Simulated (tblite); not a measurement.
Species: C₇H₈O.
SMILES with atom numbers: `[CH2:1]=[C:2]([CH3:3])[C:4]1=[CH:5][C:6](=[O:7])[CH2:8]1` (hydrogens: H9, H10 on C1; H11, H12, H13 on C3; H14 on C5; H15, H16 on C8)

Computed with GFN2-xTB (tblite), gas phase: nudged elastic band of 9 images (0 to 8), spring 0.2 eV/Å², climbing image at the end, force threshold 0.05 eV/Å. No saddle search or frequency run followed, so the top image need not be a first-order saddle, and its height can exceed the method's true barrier by a kcal/mol or more.

The band describes a rotation about C2–C4 (fully substituted alkene carbon, fully substituted alkene carbon), followed by the dihedral C3–C2–C4–C8, from the optimised start (180°) to a second optimised geometry at 0°.

**Question.** Give the energy profile along the converged band.

**Answer.** 
```csv
image,dihedral (°),E (eV),C2–C4 (Å),C3···C8 (Å),largest true force (eV/Å)
0,180,0.000,1.438,3.98,0.01
1,-158,0.042,1.442,3.95,0.07
2,-137,0.125,1.450,3.87,0.07
3,-114,0.203,1.459,3.74,0.06
4,-92,0.234,1.463,3.58,0.05
5,-69,0.200,1.459,3.41,0.05
6,-46,0.124,1.450,3.26,0.06
7,-23,0.060,1.444,3.15,0.05
8,0,0.035,1.441,3.09,0.01
```

Barriers of this band. The top is image 4 at -92°: 0.234 eV forward and 0.199 eV back; the end lies 0.035 eV above the start. The central bond is 0.025 Å longer at the top than at the start.

**Question.** What rate follows at 298 K for crossing this barrier forward?

**Answer.** Taking the electronic barrier for the free energy of activation (no zero-point or entropy terms, transmission 1), rate = (kT/h)·exp(−ΔE/kT) ≈ 7 × 10^8 s⁻¹, whose inverse is 1 × 10^-9 s. An error of 1 kcal/mol in the barrier changes this by a factor of 5, and the method and the loose band can each miss by that much or more.

**Question.** How would the two end points share their population at 298 K, from these energies alone?

**Answer.** exp(−ΔE/kT) with ΔE = 0.035 eV gives 0.26 for the higher one (end) against 1 for the lower, without vibrational, rotational or degeneracy terms. GFN2-xTB can put conformers this close in the wrong order.

What follows is the cost of the whole band run. On one thread of an Intel Xeon at 2.50 GHz, shared host, this took 6.6 s of wall time and 0.18 GiB of memory at its peak.
